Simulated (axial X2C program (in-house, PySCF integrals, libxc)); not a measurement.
**Worked dissociation energy of YAs: CCSD(T), scalar-relativistic**

Computed with an in-house all-electron X2C program for linear molecules (integrals from PySCF). Spin-free means the one-electron spin-free X2C Hamiltonian. Basis: Y dyall-cv3z [11s12p9d6f3g], As dyall-cv3z [9s9p6d4f1g] (cores contracted in-house); Gaussian nuclei, density fitting, unrestricted open shells. Masses: Y 88.906 u, As 74.922 u.

Molecular state: M_S = 0, Λ = 0 (closed shell).

Correlated methods: 8 electrons correlated (number of frozen shells: Y 4 s, 3 p, 1 d; As 3 s, 2 p, 1 d), 344 virtual spin orbitals or spinors in MP2, 90 natural virtuals in coupled cluster.

| Item | Value |
| --- | --- |
| E(Y) (2M_S = 1, M_L = 0) | -3383.006536 hartree |
| E(As) (2M_S = 3, M_L = 0) | -2259.177468 hartree |
| E(YAs) at Re | -5642.275945 hartree |
| ωe | 312.3 cm⁻¹ |
| ωexe | 0.664 cm⁻¹ |

Q: Work out De and D0.

A: De = -3383.006536 + (-2259.177468) − (-5642.275945) = 0.09194 hartree = 2.502 eV. The zero-point energy is ωe/2 − ωexe/4 = 156 cm⁻¹ = 0.019 eV, so D0 = 2.483 eV.

One determinant describes the state; a PBE0 search over occupations chose it and may have missed a lower one. The closed shell is kept restricted, so the energy runs too high when the bond is stretched far. Dissociation energies refer to the lowest single-determinant-based atoms at the same level and basis. CCSD and (T) use frozen natural virtuals with an MP2 correction for the truncation; (T) itself is uncorrected, so its De runs slightly low. Other states lie close and PBE0, whose exact exchange favours high spin, may order them wrongly; the determinant shown need not be the ground state. The nearest other spin-free determinant of the search, M_S = 1, Λ = 1, lies 0.40 eV up at the distance of the search. The outer-core s and p shells of the metal are frozen in the correlated rows, which leaves out core–valence correlation; for alkali and alkaline-earth bonds that tends to lengthen them. The T1 diagnostic is large, a sign of multireference character. With the outer-core shells frozen, correlated bond lengths of heavy atoms tend to come out a few hundredths of an ångström too long.

Each atomic determinant is the lowest at this level and need not be a pure term. Totals compare only within one Hamiltonian and basis.
